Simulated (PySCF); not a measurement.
Geometries of 2 isomers of C4H5BCl2, from PBE0-D3(BJ)/def2-SVP geometry optimisation, gas phase (PySCF). One conformer each, no zero-point energy, no frequencies.

Question: Which isomer lies lower at this level?
A.
```xyz
12
angstrom
Cl     1.464   -2.067    1.594
B      1.463   -0.576    0.662
Cl     2.834    0.515    0.820
C      0.287   -0.217   -0.228
C     -0.081    1.113   -0.835
C     -0.926    0.563    0.248
C     -1.096   -0.813   -0.267
H     -0.480    1.105   -1.859
H      0.566    1.963   -0.601
H     -1.095    0.949    1.253
H     -1.559   -0.944   -1.255
H     -1.317   -1.608    0.452
```
B.
```xyz
12
angstrom
C     -2.279   -1.051    0.157
C     -1.430   -0.028   -0.025
C      0.010   -0.173    0.030
C      0.897    0.836   -0.141
B      2.417    0.648   -0.072
Cl     3.487    2.025   -0.289
Cl     3.151   -0.926    0.221
H     -3.362   -0.913    0.112
H     -1.911   -2.062    0.357
H     -1.821    0.976   -0.225
H      0.393   -1.184    0.224
H      0.503    1.841   -0.334
```

Answer: B. That is `C=C/C=C/B(Cl)Cl`, 13.2 kcal/mol below the other.

```csv
SMILES,atoms numbered as above,E (Eh),relative (kcal/mol),relative (kJ/mol),dipole (D)
C=C/C=C/B(Cl)Cl,[CH2:1]=[CH:2]/[CH:3]=[CH:4]/[B:5]([Cl:6])[Cl:7],-1099.81155,0.0,0.0,2.83
ClB(Cl)[C@]12C[C@H]1C2,[Cl:1][B:2]([Cl:3])[C@:4]12[CH2:5][C@H:6]1[CH2:7]2,-1099.79057,13.2,55.1,1.90
```

As drawn, the lower has a C=C bond outside aromatic rings, which the higher lacks; the higher has a three-membered ring, which the lower lacks.
